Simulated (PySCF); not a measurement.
These are TPSSh-D3(BJ)/def2-TZVP // TPSS-D3(BJ)/def2-SVP run with PySCF 2.14.0 values and carry that method's errors. Isolated molecules, 0 K electronic values unless said otherwise. 

Reference species: [V(=O)(Cl)3] (neutral, multiplicity 1).

```json
{
 "dipole_moment": "0.64 D",
 "coordination_number": "4",
 "mean_distance_from_the_central_atom_to_its_bonded_neighbours": "2.000 Å",
 "charge on the central atom (Mulliken)": "1.14 e"
}
```

After one change: the dipole moment rises by 1.29 D; the coordination number hardly moves; the mean distance from the central atom to its bonded neighbours is nearly the same; the charge on the central atom (Mulliken) goes up by 0.25 e.

Problem. What was changed between the two runs? The new species is one of these.
(A) [Ta(=O)(Cl)3]
(B) [Nb(=O)(Cl)3]
(C) [W(=O)2(Cl)2]
(D) [Cr(=O)2(Cl)2]

Solution. C, [W(=O)2(Cl)2]
